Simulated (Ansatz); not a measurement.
Ansatz (a quantum-chemistry and plane-wave program) input (MP2/def2-TZVP):

Ansatz 0.2 input:
```yaml
crystal:
  periodic: [false, false, false]
  atoms:
    - {symbol: Be, position_ang: [-0.00000000, -0.00000000, -1.39842396]}
    - {symbol: Cl, position_ang: [0.00000000, 0.00000000, 0.32904093]}
basis:
  gaussian:
    orbitals: def2-TZVP
total_charge: 1
magnetization: {spin_polarized: false}
correlation: {method: mp2, electrons: outside_noble_gas}
relax: {f_tol: 0.003, max_steps: 100}
```

Output:

```
Functional definition: HF
these checks for a lower state are left out or cut short: cluster_reference
integrals: 0.01 GiB planned
415 factors; integrals over basis functions are off by at most 4.4e-4 eV
mean field: 0.07 GiB planned
mean field evaluation 1: about -12891.7424 eV, gradient 3.1e1 eV
mean field evaluation 2: about -12891.7437 eV, gradient 3.1e1 eV
mean field evaluation 4: about -12894.4838 eV, gradient 1.3e0 eV
mean field evaluation 8: about -12894.5009 eV, gradient 8.0e-4 eV
mean field -12894.50085681 eV, -473.8641662812 hartree, gradient 2.7e-6 eV, S^2 0.000000; 0 other end points of the search recorded, 0 dependent functions left out
6 core orbitals not correlated
reference -12894.50085681 eV, -473.8641662812 hartree; 4, 4 occupied and 46, 46 virtual orbitals, 415 factors
densities: 0.06 GiB planned
second order -5.51390406 eV of doubles, -0.00000000 eV of singles
the calculation of the forces begins
relax step   1: F+E_penalty+E_count = -12900.01476088 eV  Δ(F+E_penalty+E_count) = +0.000e0 eV  max|allowed force component| = 2.893e-1 eV/Å  Δτ_max = 0.0000 Å  (39 SCF iters, accepted)
these checks for a lower state are left out or cut short: starts, cluster_reference, orbital_swaps, neighbouring_geometries, increment
integrals: 0.01 GiB planned
415 factors; integrals over basis functions are off by at most 4.4e-4 eV
mean field: 0.07 GiB planned
mean field evaluation 16: about -12894.5001 eV, gradient 2.0e-1 eV
mean field -12894.50024073 eV, -473.8641436406 hartree, gradient 2.3e-6 eV, S^2 0.000000; 0 other end points of the search recorded, 0 dependent functions left out
6 core orbitals not correlated
reference -12894.50024073 eV, -473.8641436406 hartree; 4, 4 occupied and 46, 46 virtual orbitals, 415 factors
densities: 0.06 GiB planned
second order -5.51564428 eV of doubles, -0.00000000 eV of singles
the calculation of the forces begins
relax step   2: F+E_penalty+E_count = -12900.01588501 eV  Δ(F+E_penalty+E_count) = -1.124e-3 eV  max|allowed force component| = 1.493e-1 eV/Å  Δτ_max = 0.0026 Å  (31 SCF iters, accepted)
these checks for a lower state are left out or cut short: starts, cluster_reference, orbital_swaps, neighbouring_geometries, increment
integrals: 0.01 GiB planned
415 factors; integrals over basis functions are off by at most 4.4e-4 eV
mean field: 0.07 GiB planned
mean field -12894.49879047 eV, -473.8640903444 hartree, gradient 2.7e-6 eV, S^2 0.000000; 0 other end points of the search recorded, 0 dependent functions left out
6 core orbitals not correlated
reference -12894.49879047 eV, -473.8640903444 hartree; 4, 4 occupied and 46, 46 virtual orbitals, 415 factors
densities: 0.06 GiB planned
second order -5.51751101 eV of doubles, -0.00000000 eV of singles
the calculation of the forces begins
mean field evaluation 32: about -12894.4988 eV, gradient 2.7e-6 eV
relax step   3: F+E_penalty+E_count = -12900.01630147 eV  Δ(F+E_penalty+E_count) = -4.165e-4 eV  max|allowed force component| = 2.191e-3 eV/Å  Δτ_max = 0.0028 Å  (31 SCF iters, accepted)
these checks for a lower state are left out or cut short: cluster_reference
integrals: 0.01 GiB planned
415 factors; integrals over basis functions are off by at most 4.4e-4 eV
mean field: 0.07 GiB planned
mean field -12894.49879047 eV, -473.8640903444 hartree, gradient 2.7e-6 eV, S^2 0.000000; 1 other end points of the search recorded, 0 dependent functions left out
6 core orbitals not correlated
reference -12894.49879047 eV, -473.8640903444 hartree; 4, 4 occupied and 46, 46 virtual orbitals, 415 factors
densities: 0.06 GiB planned
second order -5.51751101 eV of doubles, -0.00000000 eV of singles
the calculation of the forces begins
Total energy: -12900.01630147 eV, -474.0668551341 hartree
Atom 0 at     0.000000     0.000000    -1.403752 Å, force    -0.000000    -0.000000    -0.002191 eV/Å
Atom 1 at    -0.000000    -0.000000     0.334369 Å, force     0.000000     0.000000     0.002191 eV/Å
Dipole moment:    -0.000000     0.000000    -1.739708 e Å
Checks for a lower state left out: cluster_reference
```
